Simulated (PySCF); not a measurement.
Compound: C7H12P (charge +1).
Geometry (PBE0-D3(BJ)/def2-SVP, Å), atoms numbered from 1 in this order:
```xyz
20
C7H12P angstrom
C     -2.7763    0.5130   -0.0801
C     -1.2906    0.8939    0.0667
C     -0.7085    0.2620    1.2884
C      0.3539   -0.5539    1.3705
P      1.2869   -0.9689   -0.0779
C      3.0344   -0.5736    0.0907
C      0.5188   -0.1077   -1.4230
C     -0.5625    0.6595   -1.2163
H     -3.3343    0.7792    0.8286
H     -3.2311    1.0514   -0.9236
H     -2.8893   -0.5665   -0.2542
H     -1.2666    1.9887    0.2418
H     -1.2355    0.4946    2.2213
H      0.6806   -0.9671    2.3293
H      1.2300   -2.3641   -0.3071
H      3.1416    0.5059    0.2692
H      3.4597   -1.1358    0.9353
H      3.5653   -0.8531   -0.8316
H      0.9566   -0.2160   -2.4198
H     -0.9875    1.1737   -2.0865
```

Linear response at B3LYP/def2-SVPD (PySCF, frozen core in the response, non-relativistic). Geometry: PBE0-D3(BJ)/def2-SVP; no solvent, vibrations or thermal averaging.

Static isotropic polarisability: 98.63 au (14.62 Å³), principal values 73.5, 89.4, 133.0 au.

Problem. What is the polarisability at 1064 nm and at the sodium D line?

Solution. 99.56 au at 1064 nm (+0.9 %), 101.78 au at 589.3 nm (+3.2 %). The rise at 589.3 nm is 3.39 times that at 1064 nm; a pure ω² law gives 3.26. The lowest singlet lies at 214 nm, shorter than both wavelengths.

Problem. What is the isotropic C6 coefficient between two such ions, C6 = (3/π)∫α(iω)² dω?

Solution. 3880 au (Eh·bohr⁶) by a ten-point quadrature over imaginary frequencies, which is 2320 eV·Å⁶ or 224 J·nm⁶/mol.

Problem. Which effective excitation energy ω̄ makes London's formula C6 = (3/4)α²ω̄ exact here?

Solution. ω̄ = 4·C6/(3α²) = 0.532 Eh = 14.5 eV. A one-pole form α(ω) = α/(1 − ω²/ω̄²) fitted to the 1064 nm value gives 12.1 eV. London's choice of the ionisation energy (14.02 eV, ΔSCF at the same level) gives C6 = 3760 au, 3 % too low.

Problem. What three-body coefficient follows from the one-pole estimate C9 = (3/4)·α·C6?

Solution. 287000 au. This is an estimate from the two numbers above, not a computed integral.

Problem. How many electrons N does the Slater–Kirkwood formula C6 = (3/4)·√N·α^(3/2) need to give this C6?

Solution. N = (4·C6/3)²/α³ = 27.9; the species has 68 electrons in all.

Problem. How anisotropic is the static polarisability, by Δα² = ½[(α1 − α2)² + (α2 − α3)² + (α3 − α1)²]?

Solution. Δα = 53.4 au, or 0.54 of the isotropic value.

Problem. What does −C6/R⁶ come to at R = 12 Å between centres?

Solution. -75 J/mol. This is the leading, orientation-averaged term; C8 and higher terms are left out. The Coulomb repulsion of the two net charges at that distance is 116 kJ/mol.
